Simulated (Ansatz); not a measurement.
GeCl₄. Charge 0, multiplicity 1. Geometry PBE-D4/def2-SVP, basis def2-TZVP, Ansatz.

```tsv
atom	x (Å)	y (Å)	z (Å)
Ge1	0.081	-1.078	-0.330
Cl2	0.553	2.737	2.074
Cl3	0.569	0.606	1.187
Cl4	-2.046	-1.508	-0.580
Cl5	0.843	-0.756	-2.351
```

| run | HOMO (eV) | LUMO (eV) |
| --- | --- | --- |
| A | -7.56 | -5.65 |
| B | -8.27 | -5.05 |
| C | -10.23 | -3.41 |
| D | -9.24 | -4.23 |
| E | -7.20 | -5.53 |
| F | -9.97 | -3.38 |

LC-ωPBE has ω = 0.4 bohr⁻¹. Another isomer (singlet) lies 3.53 eV lower at PBE0-D4/def2-TZVP; other spin states weren't run for this one.

Q: The runs used CAM-B3LYP, LC-ωPBE, PBE, PBE0, r2SCAN, ωB97X-V. Estimate which is which.

A: A r2SCAN (0 % exact exchange); B PBE0 (25 % exact exchange); C LC-ωPBE (range-separated); D CAM-B3LYP (range-separated); E PBE (0 % exact exchange); F ωB97X-V (range-separated). Exact exchange lowers occupied and raises empty levels; among semilocal functionals meta-GGAs tend to open the gap a little, and such runs are hard to tell apart. The gap grows from 1.67 eV (PBE) to 6.82 eV (LC-ωPBE). The restricted singlet is unstable towards broken spin symmetry in Hartree–Fock (as tested in another run); at r2SCAN-D4/def2-TZVP, PBE0-D4/def2-TZVP, LC-ωPBE/def2-TZVP, CAM-B3LYP-D4/def2-TZVP and others this wasn't settled.
